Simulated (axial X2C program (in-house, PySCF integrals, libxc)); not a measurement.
# RbAl: cheaper levels and CCSD(T), two-component

All values were computed with an in-house all-electron X2C program for linear molecules (integrals from PySCF). Two-component (2c) means X2C with spin–orbit coupling and atomic mean-field two-electron Coulomb and Gaunt terms. Basis: Rb dyall-cv3z [12s13p8d4f1g], Al dyall-v3z [8s8p2d1f] (cores contracted in-house); Gaussian nuclei, density fitting, unrestricted open shells. Masses: Rb 84.912 u, Al 26.982 u.

State: Ω = 2 (⟨Sz⟩ = 1.00, ⟨Lz⟩ = 1.00 at HF); fragments Rb + Al.

```
level  Re (Å)  ωe (cm⁻¹)  De (eV)
 PBE0   3.494      127.8    0.610
   HF   3.652      116.4    0.125
  MP2   3.502      126.0    0.444
 CCSD   3.527      125.7    0.456
 BP86   3.519      119.4    0.580
```

Correlated methods: 12 electrons correlated (number of frozen shells: Rb 3 s, 2 p, 1 d; Al 2 s, 1 p), 234 virtual spin orbitals or spinors in MP2, 90 natural virtuals in coupled cluster.

CCSD(T), same Hamiltonian and basis:

Re = 3.512 Å, ωe = 127.0 cm⁻¹, De = 0.49 eV; T1 = 0.016 (Lee–Taylor normalisation).

(1) Give the differences from CCSD(T) in the columns below.

The state is a single determinant with fixed occupations, the lowest that a limited PBE0 search found. Dissociation energies refer to the lowest single-determinant-based atoms at the same level and basis. Density functionals use the spin component along the axis (collinear). Coupled cluster ran in a truncated set of natural virtual spinors; the MP2 energy of the rest was added. (T) has no such correction and the atoms are truncated less, which lowers De at CCSD(T) by a hundredth of an eV or more. In 2c an atomic determinant is not the ground J level, so De misses part of the atomic spin–orbit lowering. This holds for PBE0, BP86. Other states lie close and PBE0, whose exact exchange favours high spin, may order them wrongly; the determinant shown need not be the ground state. The nearest other 2c determinant of the search, Ω = 1, lies 0.15 eV up at the distance of the search. The functionals have no current-density term, which raises determinants with orbital currents, atoms included. The atomic limit has a lower orbital projection than the molecule and lies lower at mean-field level, so De may be about a tenth of an eV too small. With several unpaired electrons one determinant need not be a pure state. Open-shell Ω = 0 determinants with evenly filled partner blocks cannot be reached by this program, so the Ω shown need not be the lowest component.

Results:

(1) 

```
level  ΔRe (Å)  Δωe (cm⁻¹)  ΔDe (eV)
 PBE0   -0.018         0.8      0.12
   HF    0.140       -10.6     -0.37
  MP2   -0.010        -1.0     -0.05
 CCSD    0.015        -1.3     -0.03
 BP86    0.007        -7.6      0.09
```
